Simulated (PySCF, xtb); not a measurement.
ClHMgO, SMILES [OH][Mg][Cl]. One conformer was computed; it need not be the lowest.

Harmonic wavenumbers (cm⁻¹) from GFN2-xTB (xtb 6.7.1) at its own minimum, in rising order: 66, 147, 346, 405, 729, 3747.

Task: What does PySCF with PBE-D3(BJ)/def2-TZVP give at its own minimum? (The exact figures need the calculation; the answer reports its results.)

Result: 131, 138, 288, 401, 797, 3880. Paired by order, the mean absolute difference is 56 cm⁻¹ and the zero-point energies are 7.8 and 8.1 kcal/mol.
